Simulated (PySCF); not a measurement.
## Which element holds O most strongly?

CCSD(T) in PySCF with def2-TZVPP on every atom (core potentials on Sn, Sb, Ta), for the lowest determinant that a PBE0 search found; no spin–orbit coupling. D0 is De less the harmonic zero-point energy.

```tsv
M	state (unpaired electrons)	Re (Å)	ωe (cm⁻¹)	D0(MO) (eV)
Ta	doublet (δ ↑)	1.701	1017	7.94
C	singlet (closed shell)	1.134	2155	10.79
Ge	singlet (closed shell)	1.636	981	6.65
Sn	singlet (closed shell)	1.838	823	5.44
As	doublet (π ↑)	1.633	966	4.55
Sb	doublet (π ↑)	1.829	819	3.79
Si	singlet (closed shell)	1.521	1227	7.86
```

Question: Order the elements by D0 and give the energy of SbO + Sn → SnO + Sb.

Answer: C > Ta > Si > Ge > Sn > As > Sb; ΔE = 3.79 − 5.44 = -1.65 eV at CCSD(T)/def2-TZVPP. Close neighbours can swap at other levels.

Correlated steps freeze the inner cores (1 to 10 orbitals); shallow outer-core shells are correlated. UHF and ROHF references stand side by side, which adds small steps between rows. Spin–orbit coupling is left out, which matters for elements this heavy, above all for dissociation energies. Where the molecule has an RHF reference, its open-shell atoms are computed with UHF. The CCSD T1 diagnostic is raised in GeO, SiO, SnO, a sign that a single reference may not be enough there. States were picked by a PBE0 search and need not be the measured ground states. The state is the lowest single determinant that the PBE0 search found; with open d or f shells the true ground state can be another one.
